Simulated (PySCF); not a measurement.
Compound: C₄H₇O₂S (doublet state).
Cartesian coordinates in Å at the GFN2-xTB level; atoms count from 1:
```xyz
14
C4H7O2S angstrom
C      1.646    0.482   -0.875
C      0.894    0.177    0.225
C      0.969    0.679    1.493
S     -0.420   -1.054   -0.041
C     -1.854   -0.029   -0.500
O     -0.718   -1.705    1.206
O     -0.079   -1.877   -1.169
H      1.467   -0.047   -1.793
H      2.441    1.206   -0.837
H      0.307    0.295    2.247
H      1.704    1.413    1.774
H     -1.605    0.510   -1.404
H     -2.692   -0.694   -0.668
H     -2.060    0.644    0.321
```

The hyperfine couplings belong to this conformer and change with its torsions.

Identity: `[CH2]C(=C)S(C)(=O)=O` [radical].

Method used: UKS B3LYP, pcH-1 on C H O S, non-relativistic, mean-field spin-orbit, GIAO in PySCF. Geometry: GFN2-xTB, one conformer, isolated molecule. The geometry wasn't refined by DFT: couplings that depend on bond lengths, twists or pyramidal angles can differ widely from those at the functional's own minimum. The SCF solution wasn't tested for stability. ⟨S²⟩ is 0.778 where a pure state has 0.75.

(1) Predict the first-order ENDOR lines of H10, H8, H11, H9 and H12/H13/H14 under fast tumbling at B = 349.4 mT (X band).

(2) Which pairs are centred on the nuclear Larmor frequency, and which on half the coupling?

(3) At what field would the lower line of H10 fall to zero frequency?

Results:

(1) For S = 1/2 in fast tumbling each set of equivalent nuclei gives two lines, ν± = |νn ± a/2| to first order, with νn = g_N μN B/h and μN/h = 7.62259 MHz/T.

| nuclei | isotope | g_N | νn (MHz) | a_iso (MHz) | lower line (MHz) | upper line (MHz) |
| --- | --- | --- | --- | --- | --- | --- |
| H10 | 1H | 5.5857 | 14.88 | -43.12 | 6.68 | 36.44 |
| H8 | 1H | 5.5857 | 14.88 | -43.10 | 6.67 | 36.43 |
| H11 | 1H | 5.5857 | 14.88 | -41.18 | 5.71 | 35.47 |
| H9 | 1H | 5.5857 | 14.88 | -41.09 | 5.67 | 35.42 |
| H12/H13/H14 | 1H | 5.5857 | 14.88 | -1.32 | 14.21 | 15.54 |

(2) Centred on νn, since |a| < 2νn: H12/H13/H14. Centred on |a|/2 and split by 2νn: H10, H8, H11 and H9.

(3) Where νn = |a|/2, that is B = 21.56 MHz/(5.5857 × 7.62259 MHz/T) = 506 mT, as far as first order holds there.

Means are taken over nuclei equivalent by connectivity, which assumes that they swap fast. H8 and H9 aren't averaged: C1 is flat or nearly so (angle sum 360°), and its turn about the short C1–C2 bond (1.37 Å) is taken as slow.

The largest Mulliken spin populations are on C3 (+0.69), C1 (+0.69) and C2 (-0.27). The positive populations add up to 1.39 and the negative ones to -0.39, together 2S = 1. The angles at C3 add up to 359.9°, so it is planar; its axial dipolar tensor and the negative couplings of its protons fit spin in a p orbital normal to that plane.

The run took 66 s of wall time (with the writing of density and orbital grids) on one thread of an Arm Neoverse V1, no GPU, shared host with 32 logical CPUs at a one-minute load of 22, and the process peaked at 0.94 GiB of memory.
